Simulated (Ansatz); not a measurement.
Z-matrix (Å, degrees):
```
B
H 1 1.1903
Si 1 2.0075 2 119.44
H 3 1.4794 1 114.50 2 -29.15
H 3 1.4806 4 108.74 1 126.70
H 3 1.4861 4 108.24 5 116.71
Si 1 2.0076 2 119.31 3 179.98
H 7 1.4795 1 114.39 2 -30.12
H 7 1.4805 8 108.74 1 126.73
H 7 1.4860 8 108.24 9 116.72
```
Charge 0, multiplicity 1.

Method: frozen-core CCSD(T)/cc-pVTZ // M06-2X/def2-TZVP (Ansatz, a quantum-chemistry and plane-wave program).

| Property | Result |
|---|---|
| HF energy | -606.60805 Ha |
| MP2 correlation energy | -0.35596 Ha |

### Question
Estimate the CCSD correlation energy, the (T) correction, the total energy and the T1 diagnostic.

### Answer

The CCSD correlation energy comes out as -0.41938 Ha and the (T) correction is -0.01350 Ha. The CCSD(T) total energy is -607.04093 Ha and the T1 diagnostic is 0.014.
